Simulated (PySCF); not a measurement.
**Calculated NMR data**

PySCF 2.14.0 with density-fitted response routines calculation with geometry: GFN2-xTB and GIAO PBE0/pcSseg-1 shieldings; averaged over atoms made equivalent by symmetry, fast rotation or ring inversion, no solvent, a single conformation, non-relativistic Hamiltonian.

Shifts are taken against calculated references (same method and geometry level): TMS for ¹H and ¹³C. Splittings of carbon signals by F and P are missing where no couplings were computed. Where no couplings were computed, multiplicities follow the n + 1 count of equivalent neighbours, and m marks all less simple cases (inequivalent or close neighbours, rings, F or P nearby). Shifts are as computed. Against solution values, carbons near 30 ppm lie about +3 ppm off and those near 130 ppm about +5 ppm; carbons on Cl a further +6 ppm. Of 1211 compounds with measured shifts, 218 miss one by over three times the rms of a fit or turn the order of signals round; such compounds aren't used in these exercises. Carbons bonded to Cl come out too deshielded.

**1.** `C=C/C=C/C(=C)CC(F)(F)F`, C8H9F3. ¹H NMR (600 MHz, computed): δ 6.72 (m, 1H), 6.59 (m, 1H), 6.52 (m, 1H), 5.70 (m, 1H), 5.69 (m, 1H), 5.63 (m, 1H), 5.60 (m, 1H), 2.99 (m, 2H). ¹³C{¹H} NMR (computed): δ 145.7 (CH), 144.6 (C), 140.9 (CH), 140.6 (CH), 134.9 (C), 131.6 (CH2), 127.4 (CH2), 40.9 (CH2).

**2.** `C(F)(F)(F)OCCCl`, C3H4ClF3O. ¹H NMR (600 MHz, computed): δ 4.35 (t, 2H), 3.86 (t, 2H). ¹³C{¹H} NMR (computed): δ 130.8 (C), 73.4 (CH2), 49.2 (CH2).
